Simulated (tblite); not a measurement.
Species: C3H3F2Si (doublet state).
InChI=1S/C3H3F2Si/c4-3(5)1-2-6/h6H3

The geometry is computed with GFN2-xTB (gas phase). This method treats the open shell by occupation alone, without spin polarisation.

Masses are those of the commonest isotopes; rigid-rotor values at the optimised geometry. 

Give the principal moments of inertia and the rotational constants in MHz.

Ia = 51.54, Ib = 510.02, Ic = 555.69 u·Å²; 505379 MHz·u·Å²/I gives A = 9806, B = 990.9, C = 909.5 MHz.

What kind of rotor is it?

A near-prolate asymmetric top. Ray's parameter κ = (2B − A − C)/(A − C) = -0.982; −1 is the prolate and +1 the oblate limit.

Is it planar, by Δ = Ic − Ia − Ib?

Not planar: Δ = Ic − Ia − Ib = -5.87 u·Å². For a rigid frame Δ = −2 Σ m c², so Σ m c² = 2.93 u·Å² lies off the ab plane, practically all of it from hydrogen. The atom farthest from that plane is 1.38 Å away.

Where do the levels up to J = 5 lie, in K?

Above 0(0,0), as E/k:
J = 1: 1(0,1) 0.091, 1(1,1) 0.514, 1(1,0) 0.518
J = 2: 2(0,2) 0.274, 2(1,2) 0.693, 2(1,1) 0.704, 2(2,1) 1.974, 2(2,0) 1.974
J = 3: 3(0,3) 0.547, 3(1,3) 0.960, 3(1,2) 0.984, 3(2,2) 2.247, 3(2,1) 2.247, 3(3,1) 4.372, 3(3,0) 4.372
J = 4: 4(0,4) 0.912, 4(1,4) 1.317, 4(1,3) 1.357, 4(2,3) 2.612, 4(2,2) 2.612, 4(3,2) 4.737, 4(3,1) 4.737, 4(4,1) 7.712, 4(4,0) 7.712
J = 5: 5(0,5) 1.367, 5(1,5) 1.764, 5(1,4) 1.822, 5(2,4) 3.068, 5(2,3) 3.069, 5(3,3) 5.193, 5(3,2) 5.193, 5(4,2) 8.168, 5(4,1) 8.168, 5(5,1) 11.994, 5(5,0) 11.994
Those of J = 1 are B + C, A + C and A + B.

For this open shell read J as N, the rotation without spin; fine and hyperfine splittings come on top. Its lowest GFN2-xTB frequency is 13i cm⁻¹, too small to tell a flat minimum from a shallow saddle. These are rigid-rotor constants of the computed structure; measured ground-state constants (B0) also hold zero-point vibration.
